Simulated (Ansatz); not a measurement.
Steps of a relaxation of BFH₇NSi₂, SMILES `B[SiH2][SiH](N)F` with RKS PBE-D4/def2-SVP.

```sh
$ ansatz run in.yaml --threads 4 --pin off --events-out ev --progress --plain --max-ram 10444MiB
```

```yaml
crystal:
  periodic: [false, false, false]
  atoms:
    - {symbol: B, position_ang: [-0.971100, 1.165600, 1.437100]}
    - {symbol: Si, position_ang: [-0.825100, 0.950300, -0.487500]}
    - {symbol: Si, position_ang: [0.832000, -0.457600, -0.884600]}
    - {symbol: N, position_ang: [0.590100, -2.018200, -0.090600]}
    - {symbol: F, position_ang: [2.291300, 0.176300, -0.254800]}
    - {symbol: H, position_ang: [-0.298600, 0.666200, 2.173000]}
    - {symbol: H, position_ang: [-1.835600, 1.928600, 1.843600]}
    - {symbol: H, position_ang: [-2.025500, 0.409900, -1.043900]}
    - {symbol: H, position_ang: [-0.531000, 2.261600, -1.086400]}
    - {symbol: H, position_ang: [1.018800, -0.655700, -2.296200]}
    - {symbol: H, position_ang: [1.336100, -2.639600, -0.233900]}
    - {symbol: H, position_ang: [0.495700, -1.842600, 0.958200]}
basis:
  gaussian: {orbitals: def2-SVP}
hamiltonian: {xc: pbe, dispersion: d4}
relax: {f_tol: 0.03, max_steps: 200}
```

Positions (Å) and forces (eV/Å) along the path, 11 of 25 steps:

```xyz
12
step=1 energy=-20730.1881 eV
B    -0.971    1.166    1.437   -2.140    1.780   -0.758
Si   -0.825    0.950   -0.487    0.320    0.574    0.347
Si    0.832   -0.458   -0.885    2.261   -0.973    1.237
N     0.590   -2.018   -0.091   -1.922    2.413    1.502
F     2.291    0.176   -0.255   -1.085   -0.146   -0.574
H    -0.299    0.666    2.173    1.693   -1.307    1.980
H    -1.836    1.929    1.844    0.107   -0.113    0.141
H    -2.026    0.410   -1.044   -1.409   -0.486   -0.640
H    -0.531    2.262   -1.086    0.076    0.643   -0.329
H     1.019   -0.656   -2.296    0.370   -0.359   -1.250
H     1.336   -2.640   -0.234    1.631   -1.528   -0.272
H     0.496   -1.843    0.958    0.098   -0.498   -1.385
12
step=2 energy=-20730.7415 eV
B    -1.010    1.226    1.494   -0.653    0.339   -0.125
Si   -0.821    0.946   -0.465    0.282    0.165   -0.116
Si    0.906   -0.497   -0.957    0.804   -0.059    1.070
N     0.590   -2.002   -0.097   -0.097    0.833    0.156
F     2.292    0.236   -0.313   -0.687   -0.292   -0.529
H    -0.330    0.660    2.278    0.490   -0.343    0.614
H    -1.877    1.967    1.918    0.045    0.035    0.026
H    -2.081    0.427   -1.045   -0.511   -0.119   -0.183
H    -0.540    2.277   -1.093   -0.016    0.230   -0.122
H     1.151   -0.767   -2.392    0.156   -0.173   -0.324
H     1.326   -2.695   -0.216    0.196   -0.408    0.003
H     0.470   -1.832    0.921   -0.010   -0.208   -0.468
12
step=5 energy=-20730.8842 eV
B    -1.120    1.189    1.535   -0.031   -0.039    0.067
Si   -0.764    0.986   -0.448    0.030    0.116    0.048
Si    0.976   -0.496   -0.971    0.076   -0.122    0.056
N     0.762   -1.917    0.000   -0.067    0.299   -0.130
F     2.394    0.318   -0.676   -0.123   -0.074   -0.027
H    -0.604    0.482    2.387   -0.028    0.014   -0.053
H    -1.891    2.048    1.931    0.053   -0.031   -0.047
H    -2.048    0.522   -1.103   -0.006   -0.026    0.025
H    -0.479    2.360   -1.013   -0.015   -0.029   -0.023
H     1.047   -0.946   -2.405    0.036    0.008    0.045
H     1.284   -2.773   -0.193    0.029   -0.060    0.038
H     0.520   -1.827    0.990    0.046   -0.056    0.000
12
step=7 energy=-20730.8883 eV rejected
B    -1.075    1.148    1.523   -0.242   -0.126    0.374
Si   -0.744    1.023   -0.463   -0.032    0.122   -0.063
Si    0.989   -0.462   -0.984    0.248   -0.204   -0.028
N     0.739   -1.856    0.010    0.048   -0.128   -0.032
F     2.418    0.323   -0.681   -0.087    0.015   -0.001
H    -0.753    0.252    2.327   -0.137    0.443   -0.358
H    -1.718    2.113    1.949    0.296   -0.299   -0.025
H    -2.042    0.453   -1.019    0.078   -0.003    0.061
H    -0.575    2.389   -1.098   -0.002   -0.128    0.042
H     1.105   -0.950   -2.401   -0.048    0.025    0.000
H     1.219   -2.754   -0.127   -0.037    0.218   -0.131
H     0.514   -1.735    0.997   -0.085    0.064    0.160
12
step=8 energy=-20730.9018 eV
B    -1.108    1.160    1.527    0.016    0.018    0.129
Si   -0.751    1.006   -0.455   -0.014    0.087    0.005
Si    0.989   -0.475   -0.979    0.099   -0.102    0.041
N     0.749   -1.875    0.008   -0.012    0.068   -0.049
F     2.410    0.327   -0.681   -0.068   -0.029   -0.017
H    -0.707    0.339    2.344   -0.095    0.068   -0.110
H    -1.761    2.101    1.956    0.088   -0.103   -0.036
H    -2.035    0.463   -1.051    0.002   -0.020    0.014
H    -0.536    2.370   -1.069   -0.023   -0.036   -0.008
H     1.080   -0.946   -2.404    0.005    0.014    0.020
H     1.246   -2.754   -0.157    0.000    0.041   -0.021
H     0.502   -1.770    0.994    0.001   -0.005    0.031
12
step=13 energy=-20730.9605 eV
B    -1.105    1.173    1.498    0.323    0.053    0.310
Si   -0.841    1.016   -0.484   -0.211    0.068    0.012
Si    0.978   -0.421   -0.914    0.112    0.011    0.043
N     0.779   -1.842    0.045   -0.011    0.063   -0.012
F     2.356    0.441   -0.595   -0.064   -0.047    0.009
H    -1.271    0.123    2.127   -0.067    0.314   -0.124
H    -0.993    2.227    2.136   -0.107   -0.409   -0.238
H    -2.033    0.268   -1.045    0.019   -0.003   -0.034
H    -0.686    2.304   -1.258    0.008   -0.052    0.044
H     1.101   -0.853   -2.348   -0.004   -0.015    0.014
H     1.290   -2.704   -0.155    0.003    0.012   -0.013
H     0.503   -1.788    1.028   -0.002    0.007   -0.010
12
step=17 energy=-20731.0035 eV
B    -0.994    1.110    1.454    0.173    0.153    0.031
Si   -0.978    0.987   -0.537    0.037   -0.079    0.082
Si    0.951   -0.367   -0.867   -0.079    0.073    0.044
N     0.737   -1.804    0.060    0.019   -0.053    0.049
F     2.249    0.554   -0.419   -0.011   -0.020   -0.025
H    -1.369    0.150    2.104   -0.013    0.033    0.011
H    -0.504    2.063    2.056   -0.127   -0.222   -0.147
H    -2.107    0.190   -1.141   -0.008    0.022    0.011
H    -0.798    2.273   -1.293    0.000    0.032   -0.031
H     1.204   -0.794   -2.287    0.022    0.030    0.026
H     1.305   -2.637   -0.116   -0.040    0.038    0.030
H     0.381   -1.782    1.019    0.027   -0.007   -0.081
12
step=20 energy=-20731.0120 eV
B    -0.926    1.089    1.423    0.003    0.011    0.012
Si   -1.010    0.972   -0.556   -0.052    0.002    0.012
Si    0.935   -0.346   -0.844    0.058   -0.020   -0.022
N     0.703   -1.799    0.055    0.044   -0.007   -0.058
F     2.196    0.590   -0.326   -0.010   -0.002    0.008
H    -1.292    0.146    2.102   -0.008   -0.013   -0.001
H    -0.391    2.021    1.989    0.011    0.006   -0.009
H    -2.149    0.169   -1.128   -0.005    0.000    0.002
H    -0.850    2.256   -1.323    0.011    0.004   -0.013
H     1.282   -0.742   -2.253   -0.011    0.011    0.021
H     1.305   -2.614   -0.085   -0.031    0.016    0.018
H     0.272   -1.796    0.980   -0.011   -0.007    0.029
12
step=21 energy=-20731.0135 eV
B    -0.901    1.091    1.414   -0.008   -0.021   -0.011
Si   -1.035    0.960   -0.560    0.007    0.029    0.015
Si    0.935   -0.334   -0.831    0.012   -0.029    0.004
N     0.691   -1.801    0.043    0.025    0.012   -0.025
F     2.174    0.606   -0.266   -0.031   -0.011    0.000
H    -1.267    0.159    2.110   -0.005    0.002   -0.005
H    -0.328    2.014    1.956    0.014    0.023    0.000
H    -2.178    0.150   -1.113    0.008   -0.009   -0.002
H    -0.867    2.230   -1.349   -0.012    0.004    0.000
H     1.323   -0.704   -2.236   -0.009    0.007    0.025
H     1.305   -2.609   -0.086   -0.019   -0.004    0.018
H     0.225   -1.816    0.953    0.017   -0.003   -0.019
12
step=23 energy=-20731.0133 eV rejected
B    -0.890    1.115    1.408    0.096   -0.072   -0.006
Si   -1.049    0.957   -0.560   -0.028    0.007   -0.003
Si    0.929   -0.332   -0.813    0.045    0.006    0.025
N     0.684   -1.820    0.024   -0.020    0.044    0.016
F     2.141    0.614   -0.197   -0.033   -0.037   -0.011
H    -1.241    0.187    2.119   -0.026    0.039   -0.003
H    -0.275    2.029    1.922   -0.044    0.017    0.001
H    -2.182    0.122   -1.097   -0.007    0.007    0.000
H    -0.900    2.217   -1.371    0.002   -0.014    0.001
H     1.358   -0.666   -2.216   -0.015    0.005    0.029
H     1.309   -2.619   -0.106   -0.016   -0.004    0.008
H     0.194   -1.859    0.921    0.045    0.003   -0.057
12
step=25 energy=-20731.0147 eV
B    -0.886    1.112    1.410   -0.008   -0.011   -0.007
Si   -1.048    0.953   -0.559    0.012    0.007    0.006
Si    0.932   -0.333   -0.814    0.005    0.011    0.009
N     0.687   -1.821    0.022   -0.003    0.017    0.001
F     2.145    0.610   -0.199   -0.018   -0.020   -0.005
H    -1.254    0.196    2.125    0.005    0.006    0.000
H    -0.290    2.037    1.924   -0.002    0.004   -0.003
H    -2.186    0.127   -1.098    0.002   -0.002    0.006
H    -0.891    2.213   -1.367   -0.002   -0.004   -0.001
H     1.353   -0.667   -2.218    0.001   -0.001    0.009
H     1.305   -2.624   -0.116   -0.004   -0.007    0.003
H     0.210   -1.857    0.925    0.013    0.000   -0.018
```

It took 46 s on 4 threads of an Intel Xeon Platinum 8488C on a shared host, with 0.17 GiB of host memory at the peak.
